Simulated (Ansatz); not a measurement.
`[Cl][Zn-]1[O]C=CC=[O+]1`. Charge 0, multiplicity 1. Geometry: relaxed with PBE0-D4/def2-TZVP.

```xyz
10

Cl   -1.990   -3.458    0.674
Zn   -0.950   -1.651    0.321
O    -1.550    0.083   -0.293
C    -0.756    1.055   -0.441
C     0.616    1.072   -0.208
C     1.349   -0.023    0.239
O     0.919   -1.182    0.504
H    -1.216    1.987   -0.793
H     1.148    1.996   -0.387
H     2.428    0.120    0.384
```

(1) What is the dipole moment at r2SCAN/def2-TZVPP? (Best estimate.)

(2) And with PBE, B3LYP, ωB97M-V? (Estimate.)

(3) Give the Mulliken charges with r2SCAN, ωB97M-V, B3LYP in def2-TZVPP. (An estimate is asked.)

## Answers

(1) Ansatz gave: 5.08 D, with components (2.50, 4.34, -0.85) D in this frame, pointing from negative to positive charge.

(2) Ansatz gave: PBE 4.86 D, B3LYP 5.16 D, ωB97M-V 5.21 D.

(3) The calculation gave: 
```tsv
atom	r2SCAN	ωB97M-V	B3LYP
Cl1	-0.37	-0.35	-0.36
Zn2	0.60	0.61	0.61
O3	-0.43	-0.43	-0.40
C4	0.32	0.26	0.24
C5	-0.25	-0.27	-0.24
C6	0.32	0.26	0.24
O7	-0.43	-0.43	-0.40
H8	0.08	0.11	0.11
H9	0.09	0.11	0.12
H10	0.08	0.11	0.11
```

B3LYP here is the variant with VWN-RPA as its local correlation; programs differ in this.
